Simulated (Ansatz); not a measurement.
Reaction (ligand exchange at a Ge–C bond): `C[CH2][Ge][F]` + CH₃OH → `C[O][Ge][F]` + ethane

Program: Ansatz. Geometries: PBE0-D4/def2-TZVP. ΔE: electronic, gas phase. CBS: MP2 limit from def2 TZ/QZ plus the TZ coupled-cluster correction, frozen cores. This one scheme is used for every species. Functionals use def2-TZVPP. HSE06 is defined as in plane-wave codes. For Ge outer-core shells are correlated without core-valence functions, which leaves a few kJ/mol of doubt a bond. Scalar relativity is left out up to krypton. One conformer a species, not always the lowest.

`C[CH2][Ge][F]`:

```xyz
9

C    -0.831   -0.448   -0.024
C     0.178    0.580    0.467
Ge    1.799    0.886   -0.647
F     1.825   -0.706   -1.416
H    -0.350   -1.406   -0.228
H    -1.626   -0.616    0.708
H    -1.308   -0.125   -0.953
H     0.599    0.278    1.440
H    -0.286    1.557    0.652
```

CH₃OH:

Cartesian coordinates in Å:
```
C 0.200 0.286 -0.069
O -0.370 -0.983 -0.294
H 0.838 0.507 -0.926
H 0.823 0.311 0.834
H -0.557 1.077 0.005
H -0.935 -1.199 0.450
```

`C[O][Ge][F]`:

```xyz
7

C     0.009   -0.184   -0.801
O    -0.820    0.576    0.054
Ge   -0.656    0.849    1.789
F     0.811   -0.094    2.081
H     0.851   -0.630   -0.267
H    -0.585   -0.980   -1.260
H     0.390    0.463   -1.596
```

`CC`:

Cartesian coordinates in Å:
```
C -0.509 -0.487 -0.284
C 0.509 0.487 0.284
H -1.175 0.003 -0.998
H -0.021 -1.314 -0.805
H -1.131 -0.918 0.504
H 1.175 -0.003 0.998
H 0.021 1.314 0.805
H 1.131 0.918 -0.504
```

```csv
level,ΔE (kJ/mol),difference from CCSD(T)/CBS
LDA (SPW92),-136.3,-5.3
HSE06-D4,-129.7,1.3
PBE-QIDH,-132.6,-1.6
revPBE,-134.4,-3.4
r2SCAN0,-135.7,-4.7
MP2/def2-SVP,-146.8,-15.8
SCS-MP2/def2-TZVPP,-138.4,-7.4
MP2/def2-QZVPP,-136.3,-5.3
SCS-MP2/def2-QZVPP,-137.3,-6.3
MP2/CBS(def2),-135.1,-4.1
CCSD(T)/CBS,-131.0,0
```

Largest T1 diagnostic among the species: 0.015.

At CCSD(T), def2-SVP lies −12.2 kJ/mol from the extrapolated value and def2-TZVPP −2.1 kJ/mol. From PBE to PBE0 (25 % exact exchange), in def2-TZVPP and without D4, ΔE moves by +4.5 kJ/mol.
